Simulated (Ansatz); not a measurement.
**Energy profile**

The step: SiH₂BrCl ([Cl][SiH2][Br]) + H₂ → SiH₃Cl ([SiH3][Cl]) + HBr; bonds formed: Si1–H7, Br2–H6; bonds broken: Si1–Br2, H6–H7 (atoms numbered as in the saddle structure below).

| atom | x (Å) | y (Å) | z (Å) |
| --- | --- | --- | --- |
| Si1 | -0.3229 | 0.2421 | -0.2725 |
| Br2 | 0.4237 | -2.2446 | -0.0878 |
| H3 | 0.2158 | 0.2155 | -1.6344 |
| H4 | -1.6390 | -0.2061 | 0.1891 |
| Cl5 | -0.4036 | 2.2945 | 0.1201 |
| H6 | 0.8687 | -0.5865 | 0.7478 |
| H7 | 0.8573 | 0.2852 | 0.9377 |

Electronic energies by CCSD(T) at an estimated basis limit (MP2 extrapolated from triple and quadruple zeta, plus CCSD(T) − MP2 in triple zeta), on PBE0-D4/def2-TZVP structures; SiH₄BrCl, singlet; no counterpoise correction. Ansatz 0.2.0; basis: def2-TZVPP and def2-QZVPP; cores frozen in the correlated methods. Filled d shells of the heavier atoms are correlated. The def2 sets are not built for correlating such inner shells, so the correlated values are less sure here. Extrapolation: Hartree–Fock as exp(−7.88 √X), correlation as X^−2.97.

Give the profile in eV, counted from the separated reactants. (Judge from chemistry; the value comes from the calculation.)

Computed:
| point | eV |
| --- | --- |
| separated: SiH₂BrCl (linked as [Cl][SiH2][Br]; Si1, Br2, H3, H4, Cl5; singlet) + H₂ (H6, H7; singlet) | 0.000 |
| start structure | -0.017 |
| saddle | 2.171 |
| end structure | 0.705 |
| separated: SiH₃Cl (linked as [SiH3][Cl]; Si1, H3, H4, Cl5, H7; singlet) + HBr (Br2, H6; singlet) | 0.787 |

T1 diagnostic: at most 0.010.

For scale, one of the runs: CCSD(T)/def2-TZVPP, 188 basis functions, launched by `ansatz run in.yaml --threads 4 --pin off --events-out ev --progress --plain --max-ram 9574MiB`. Time: 38 s of wall clock on 4 CPU threads of an Arm Neoverse V1; the host was shared. Peak host memory: 1.9 GiB.
